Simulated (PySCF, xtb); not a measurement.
Si(Cl)2 anion (Cl2Si), SMILES Cl[Si]Cl (connectivity only; charge and spin as stated), charge -1, multiplicity 2.

Harmonic wavenumbers (cm⁻¹) from GFN2-xTB run with xtb 6.7.1 at its own minimum, in rising order: 103, 192, 278.

Problem. What does PBE0-D3(BJ)/def2-SVPD in PySCF give at its own minimum? (An estimate is asked for; the answer gives what the named calculation found.)

Solution. 146, 356, 394. Paired by order, the mean absolute difference is 108 cm⁻¹ and the zero-point energies are 0.8 and 1.3 kcal/mol.
